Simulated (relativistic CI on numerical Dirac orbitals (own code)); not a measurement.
## Spin-allowed bands of a d2 ion in an octahedral site, by hand

Problem. Take Δ = 19980 cm⁻¹ and B = 540 cm⁻¹ for a d2 ion in an octahedral site. Calculate the three spin-allowed bands.

Working.
1. The terms of highest spin are 3F (energy 0) and 3P (15B = 8100 cm⁻¹). Here the F term splits into A2 at +1.2Δ = 23976, T2 at +0.2Δ = 3996 and T1 at −0.6Δ = -11988 cm⁻¹.
2. The two T1 states mix through the element 0.4Δ: H = [[-11988, 7992], [7992, 8100]], with roots ½(H₁₁ + H₂₂) ∓ ½√[(H₂₂ − H₁₁)² + 4H₁₂²] = ½(-3888) ∓ ½(25671) = -14780 and 10892 cm⁻¹.
3. The ground term is 3T1 at -14780 cm⁻¹.
4. Bands: 3T2 18776 cm⁻¹ (533 nm), 3T1(P) 25671 cm⁻¹ (390 nm), 3A2 38756 cm⁻¹ (258 nm).

Check. Exact diagonalisation of the whole d2 shell with these parameters gives 3T2 18776, 3T1 25671, 3A2 38756 cm⁻¹. The match is exact, since without spin-orbit coupling no other term has this spin. The ratio of the second band to the first, 1.367, depends on Δ/B = 37.0 alone, which is how a Tanabe-Sugano diagram is read.
